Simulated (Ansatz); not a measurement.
CH$_{7}$BGe (`C[BH][GeH3]`). Charge 0, multiplicity 1. Correlated methods include outer-core shells of Ge, which these sets cover unevenly. Scalar relativity is left out up to krypton.

Z-matrix (Å, degrees):
```
C
B 1 1.548
H 1 1.106 2 102.9
H 1 1.093 2 114.7 3 113.8
H 1 1.091 2 116.2 3 -115.3
Ge 2 2.066 1 123.5 3 93.8
H 2 1.200 1 119.3 3 -83.2
H 6 1.542 2 112.1 1 -127.5
H 6 1.544 2 109.4 1 114.7
H 6 1.542 2 113.8 1 -5.0
```

(1) Give the diagnostics of a CCSD(T)/def2-TZVPP run (frozen core, Ansatz 0.2.0). (An estimate is asked.)

Answers

(1) The calculation gave: T1 = 0.0117, largest single amplitude 0.023, largest double 0.024, (T) share of the correlation energy 3.3 %, 9 CCSD cycles. The RHF solution is stable towards an unrestricted one. T1 lies under the customary mark of 0.02 for closed shells.
